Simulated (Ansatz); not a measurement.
A trace of molecular dynamics of AlBrH2OSi (6 atoms, charge 0, multiplicity 1).

The calculation used RHF/def2-SVP (Ansatz).

| Property | Result |
| --- | --- |
| ensemble | NVE (velocity Verlet) |
| starting velocities drawn for | 500 K |
| seed | 891652 |

```tsv
time (fs)	T (K)	potential energy less start (eV)	conserved less start (meV/atom)
0.0	500	0.000	0.00
16.0	324	0.108	2.91
32.0	290	0.147	6.44
48.0	171	0.202	5.37
64.0	493	0.874	145.18
80.0	2479	2.982	667.52
96.0	16734	8.320	2785.66
112.0	15832	8.776	2783.85
128.0	15756	8.809	2782.91
144.0	15860	8.760	2783.63
160.0	15455	8.976	2784.68
176.0	15775	8.809	2784.54
192.0	16158	8.615	2785.19
208.0	16321	8.527	2784.46
224.0	16207	8.584	2784.23
240.0	15558	8.926	2785.34
256.0	15415	8.999	2785.15
272.0	15751	8.826	2785.17
288.0	16135	8.619	2783.90
304.0	15896	8.749	2784.83
320.0	15985	8.699	2784.14
336.0	14879	9.279	2785.56
352.0	15729	8.832	2784.40
368.0	16190	8.588	2783.44
384.0	15412	8.999	2784.85
400.0	15144	9.144	2785.98
```

Problem. Is this trajectory sound?

Solution. The conserved energy changed by up to 2900 meV per atom, so the integration failed: the time step of 4 fs is too long for the fastest motions that this run met, and the later frames carry no physical meaning.

The run took 2.7 min on 1 thread of Arm Neoverse V1 (shared host), peak memory 0.17 GiB.
